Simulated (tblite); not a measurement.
A geometry optimisation, step by step.

C₂H₉FN₂Si₂.
Numbering: `[CH2:1]=[N:2][CH2:3][SiH2:4][NH:5][SiH2:6][F:7]` (hydrogens: H8, H9 on C1; H10, H11 on C3; H12, H13 on Si4; H14 on N5; H15, H16 on Si6)

Computed with GFN2-xTB (tblite), gas phase: L-BFGS steps from a force-field or distance-geometry start until the largest atomic force falls under 0.01 eV/Å. 4 of its 126 geometries are shown.

Step 0: E = -624.8249 eV, largest atomic force 2.778 eV/Å
```
atom  x, y, z in Å  |  force x, y, z in eV/Å
C1     -1.680    1.879   -0.466    0.446   0.257   0.707
N2     -1.148    1.272    0.513   -1.007  -0.807  -1.239
C3     -1.308   -0.201    0.502   -0.655   0.847  -0.094
Si4     0.286   -1.018    1.039   -0.653  -1.510   2.238
N5      1.660   -0.220    0.456    0.305   0.939  -0.103
Si6     1.867   -0.557   -1.193    1.748  -0.419  -1.282
F7      0.597   -0.001   -1.988   -0.193   0.002  -0.447
H8     -1.604    2.983   -0.530    0.025  -0.857   0.120
H9     -2.242    1.375   -1.272    0.224   0.187   0.209
H10    -2.125   -0.477    1.194    0.335   0.275  -0.234
H11    -1.589   -0.574   -0.497   -0.193   0.242   0.136
H12     0.395   -0.948    2.524    0.012   0.061  -0.365
H13     0.317   -2.462    0.691   -0.060   0.364  -0.056
H14     1.468    0.774    0.537    0.431   0.075   0.347
H15     3.065    0.192   -1.645   -0.525  -0.163   0.062
H16     2.034   -2.008   -1.413   -0.241   0.507   0.002
```

Step 42: E = -625.4695 eV, largest atomic force 0.072 eV/Å
```
atom  x, y, z in Å  |  force x, y, z in eV/Å
C1     -1.600    1.809   -0.431    0.053  -0.007   0.001
N2     -1.498    1.157    0.634   -0.001   0.002  -0.005
C3     -1.565   -0.264    0.621   -0.016   0.020  -0.031
Si4     0.155   -0.949    1.141   -0.056   0.034  -0.029
N5      1.469   -0.243    0.251   -0.006   0.019   0.007
Si6     1.977   -0.499   -1.373   -0.010  -0.004  -0.002
F7      0.817   -0.060   -2.402   -0.008  -0.005  -0.005
H8     -1.501    2.884   -0.390   -0.018  -0.018   0.010
H9     -1.780    1.364   -1.417    0.024  -0.008   0.032
H10    -2.296   -0.569    1.373    0.031   0.003  -0.025
H11    -1.880   -0.663   -0.356    0.011  -0.017   0.004
H12     0.404   -0.611    2.539    0.023  -0.002   0.021
H13     0.171   -2.383    0.855    0.006  -0.045   0.008
H14     1.858    0.575    0.691    0.003   0.025   0.002
H15     3.101    0.376   -1.655   -0.010   0.024   0.005
H16     2.162   -1.915   -1.630   -0.026  -0.021   0.006
```

Step 83: E = -625.4847 eV, largest atomic force 0.035 eV/Å
```
atom  x, y, z in Å  |  force x, y, z in eV/Å
C1     -1.450    1.785   -0.394   -0.006   0.019  -0.021
N2     -1.555    1.102    0.651    0.003  -0.024   0.025
C3     -1.573   -0.317    0.582    0.006  -0.011   0.000
Si4     0.147   -0.931    1.174   -0.008   0.006   0.006
N5      1.415   -0.183    0.249   -0.008   0.004   0.008
Si6     1.873   -0.479   -1.383   -0.003  -0.001   0.005
F7      0.682   -0.094   -2.402   -0.005   0.002  -0.001
H8     -1.394    2.860   -0.302   -0.003   0.007   0.001
H9     -1.414    1.368   -1.405   -0.001   0.003   0.000
H10    -2.340   -0.680    1.268   -0.004   0.008  -0.005
H11    -1.791   -0.696   -0.428    0.014   0.003   0.000
H12     0.379   -0.538    2.562    0.004   0.008  -0.004
H13     0.236   -2.375    0.948   -0.001  -0.002  -0.001
H14     1.759    0.677    0.645   -0.001  -0.014  -0.005
H15     2.966    0.413   -1.723    0.008   0.015  -0.005
H16     2.052   -1.903   -1.589    0.007  -0.021  -0.004
```

Step 125: E = -625.4888 eV, largest atomic force 0.009 eV/Å
```
atom  x, y, z in Å  |  force x, y, z in eV/Å
C1     -1.499    1.857   -0.313    0.002   0.000  -0.002
N2     -1.642    1.080    0.660    0.004  -0.002   0.004
C3     -1.545   -0.326    0.481    0.000  -0.001  -0.001
Si4     0.146   -0.881    1.193   -0.003   0.001  -0.002
N5      1.437   -0.211    0.240    0.000   0.009   0.002
Si6     1.854   -0.538   -1.398   -0.003   0.000  -0.002
F7      0.562   -0.321   -2.336   -0.006   0.000   0.000
H8     -1.541    2.921   -0.130    0.000  -0.001  -0.004
H9     -1.338    1.532   -1.345    0.000   0.000  -0.001
H10    -2.347   -0.794    1.054   -0.001   0.003   0.001
H11    -1.633   -0.633   -0.572    0.002  -0.002   0.000
H12     0.340   -0.355    2.542   -0.001  -0.003   0.004
H13     0.226   -2.342    1.115   -0.001  -0.001   0.002
H14     1.971    0.511    0.691   -0.001  -0.007  -0.001
H15     2.825    0.449   -1.834    0.001   0.000   0.002
H16     2.177   -1.941   -1.596    0.005   0.003  -0.002
```

**Question.** Summarise the path.

**Answer.** The energy falls by 64.05 kJ/mol from step 0 to step 125; nine tenths of that is first reached at step 21. It falls at every step. The largest force goes from 2.778 to 0.009 eV/Å. Among the bonds N2–C3 changes most, from 1.482 to 1.421 Å; the atoms move by 0.445 Å rms after alignment.

**Question.** Follow the three bonds and two angles with the largest change from start to end.

**Answer.** 
| step | E above end (kJ/mol) | largest force (eV/Å) | N2–C3 (Å) | C3–Si4 (Å) | Si4–N5 (Å) | Si4–N5–Si6 (°) | Si4–N5–H14 (°) |
| --- | --- | --- | --- | --- | --- | --- | --- |
| 0 | 64.05 | 2.778 | 1.482 | 1.870 | 1.693 | 109.9 | 106.3 |
| 5 | 27.47 | 0.681 | 1.434 | 1.917 | 1.738 | 117.9 | 110.9 |
| 11 | 14.45 | 0.463 | 1.431 | 1.915 | 1.746 | 122.9 | 112.8 |
| 16 | 9.62 | 0.288 | 1.429 | 1.921 | 1.738 | 124.3 | 113.8 |
| 22 | 5.15 | 0.149 | 1.425 | 1.915 | 1.733 | 126.7 | 115.7 |
| 27 | 3.42 | 0.137 | 1.421 | 1.922 | 1.735 | 129.2 | 114.5 |
| 33 | 2.32 | 0.069 | 1.422 | 1.918 | 1.735 | 129.5 | 114.0 |
| 38 | 2.02 | 0.058 | 1.421 | 1.920 | 1.738 | 129.7 | 113.9 |
| 43 | 1.81 | 0.074 | 1.421 | 1.922 | 1.737 | 130.3 | 113.4 |
| 49 | 1.42 | 0.161 | 1.421 | 1.921 | 1.738 | 130.5 | 113.5 |
| 54 | 1.10 | 0.053 | 1.421 | 1.921 | 1.738 | 129.9 | 114.0 |
| 60 | 0.86 | 0.046 | 1.421 | 1.920 | 1.737 | 129.6 | 113.2 |
| 65 | 0.65 | 0.056 | 1.421 | 1.920 | 1.737 | 129.4 | 113.8 |
| 71 | 0.49 | 0.035 | 1.421 | 1.919 | 1.738 | 128.9 | 114.1 |
| 76 | 0.45 | 0.023 | 1.421 | 1.920 | 1.738 | 128.6 | 114.3 |
| 82 | 0.40 | 0.022 | 1.420 | 1.920 | 1.738 | 128.6 | 114.1 |
| 87 | 0.37 | 0.016 | 1.421 | 1.919 | 1.738 | 128.9 | 113.9 |
| 92 | 0.34 | 0.021 | 1.420 | 1.919 | 1.738 | 129.1 | 113.8 |
| 98 | 0.30 | 0.019 | 1.421 | 1.920 | 1.739 | 129.3 | 113.9 |
| 103 | 0.26 | 0.030 | 1.420 | 1.919 | 1.738 | 129.2 | 113.8 |
| 109 | 0.18 | 0.042 | 1.420 | 1.918 | 1.739 | 129.1 | 114.3 |
| 114 | 0.05 | 0.093 | 1.421 | 1.916 | 1.739 | 128.9 | 115.0 |
| 120 | 0.01 | 0.029 | 1.421 | 1.916 | 1.739 | 129.0 | 115.1 |
| 125 | 0.00 | 0.009 | 1.421 | 1.917 | 1.739 | 129.0 | 115.2 |

The cost below is that of the whole relaxation. The run took 1.6 s wall on an Arm Neoverse N1 with one thread (shared host).
